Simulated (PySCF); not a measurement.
ORD: `FB(F)[C@@H]1CC[C@@H]1F`, C₄H₆BF₃

Geometry:
| atom | x (Å) | y (Å) | z (Å) |
| --- | --- | --- | --- |
| F1 | 2.997 | 0.344 | 0.304 |
| B2 | 1.865 | 0.023 | -0.282 |
| F3 | 1.934 | -0.043 | -1.593 |
| C4 | 0.542 | -0.298 | 0.531 |
| C5 | -0.552 | -1.075 | -0.244 |
| C6 | -1.360 | 0.222 | -0.406 |
| C7 | -0.450 | 0.892 | 0.624 |
| F8 | 0.053 | 2.115 | 0.254 |
| H9 | 0.790 | -0.710 | 1.510 |
| H10 | -0.225 | -1.542 | -1.169 |
| H11 | -1.054 | -1.814 | 0.376 |
| H12 | -1.235 | 0.673 | -1.388 |
| H13 | -2.417 | 0.181 | -0.155 |
| H14 | -0.888 | 1.031 | 1.615 |

Computed, not measured: PySCF, TDDFT LC-wPBE/def2-SVPD circular dichroism and optical rotation, one conformer, gas phase. Geometry: GFN2-xTB.

The molecule is flexible and this is one conformer; a measurement averages over conformers.

Stereocentres: C4 R, C7 S.

**Question.** What is the specific rotation at 633, 589.3, 546, 436, 405, 365, 355 nm?

**Answer.** [α] in deg dm⁻¹ (g/mL)⁻¹:
| λ (nm) | origin-invariant length gauge | modified velocity gauge | length gauge (centre of mass) | isotropic polarisability (au) |
| --- | --- | --- | --- | --- |
| 633 | +33.0 | +33.2 | +33.0 | 57.2 |
| 589.3 | +38.7 | +38.8 | +38.6 | 57.3 |
| 546 | +45.9 | +46.1 | +45.8 | 57.5 |
| 436 | +77.6 | +77.7 | +77.3 | 58.2 |
| 405 | +93.0 | +93.1 | +92.7 | 58.5 |
| 365 | +121.2 | +121.2 | +120.8 | 59.0 |
| 355 | +130.4 | +130.4 | +129.9 | 59.2 |

**Question.** And for the mirror image at 589.3 nm?

**Answer.** -38.7 deg dm⁻¹ (g/mL)⁻¹ (origin-invariant length gauge): the same size and the opposite sign.

**Question.** What is the molar rotation [Φ] = [α]·M/100 of the geometry above at 589.3 nm?

**Answer.** With M = 121.90 g/mol, +47.2 deg cm² dmol⁻¹ (origin-invariant length gauge).

The first excitation lies at 8.17 eV (152 nm) with R = -2.8 × 10⁻⁴⁰ esu² cm² (velocity form).
